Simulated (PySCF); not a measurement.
Spin states and ions at one geometry of [TaO(OH)4]−

PySCF 2.14.0, RKS r2SCAN, Ta def2-SVP with ECP60, O def2-SVP, H def2-SVP; non-relativistic Hamiltonian with scalar-relativistic core potentials where named; density fitting; no spin-orbit coupling; singlets restricted, open shells unrestricted. The geometry is relaxed for charge -1, singlet, vacuum:

```xyz
10

Ta    0.0631    0.0878   -0.2429
O    -0.0655   -0.2714    1.5175
O     0.0824   -0.1012   -2.2597
H    -0.3433   -0.8513   -2.6885
O     2.0449    0.1084   -0.2177
H     2.3172    0.0439    0.7068
O    -0.7501    1.8854   -0.1853
H    -0.9179    2.1119    0.7384
O    -1.1167   -1.5233   -0.5128
H    -1.3140   -1.8269    0.3842
```

Energies count from the relaxed state; an electron taken off or put on is at rest in vacuum. Charges and spins are Mulliken's.

| state | energy (eV) | spin squared | charge on Ta1 (e) | spin on Ta1 (e) | dipole about the centre of mass (D) |
| --- | --- | --- | --- | --- | --- |
| charge -1, singlet, vacuum | 0.00 | 0.00 | 0.81 | 0.00 | 1.47 |
| charge -1, triplet, vacuum | 5.32 | 2.01 | 0.63 | 0.82 | 2.37 |

What does the state charge 0, doublet, vacuum give?

energy (eV) 4.31, spin squared 0.76, charge on Ta1 (e) 1.09, spin on Ta1 (e) -0.14, dipole about the centre of mass (D) 2.23.

With an electron taken off (doublet) the charges change, summed by element, by Ta +0.28 e, O +0.57 e, H +0.15 e. The vertical ionisation energy is 4.31 eV, against −ε(HOMO) = 1.28 eV of the relaxed state. The level lies 3.0 eV too high, as is usual for semilocal functionals and global hybrids, which keep a self-interaction error.

Open shells may have lower solutions than those found.

No frequency check is given that shows the relaxed geometry to be a minimum.
